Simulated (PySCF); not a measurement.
bromoethene (C2H3Br), SMILES BrC=C. Geometry: PBE0-D3(BJ)/def2-TZVP.

Method: PBE0-D3(BJ)/def2-TZVP (PySCF).

Harmonic wavenumbers (cm⁻¹): 350, 607, 626, 940, 982, 1020, 1280, 1403, 1678, 3164, 3227, 3261. Rotational constants (GHz): 55.60, 4.159, 3.869; symmetry number 1.

**Question.** Work out the zero-point energy and the ideal-gas rigid-rotor harmonic-oscillator thermochemistry at 298.15 K and 1 atm.

**Answer.** ZPE = ½ Σ hcν = ½ × 18537 cm⁻¹ = 26.50 kcal/mol. H − E(el) = 29.38 kcal/mol. Entropy in cal/(mol K): translation 39.92, rotation 23.40, vibration 2.37, total 65.69. G − E(el) = 9.79 kcal/mol. Cp = 13.02 cal/(mol K).
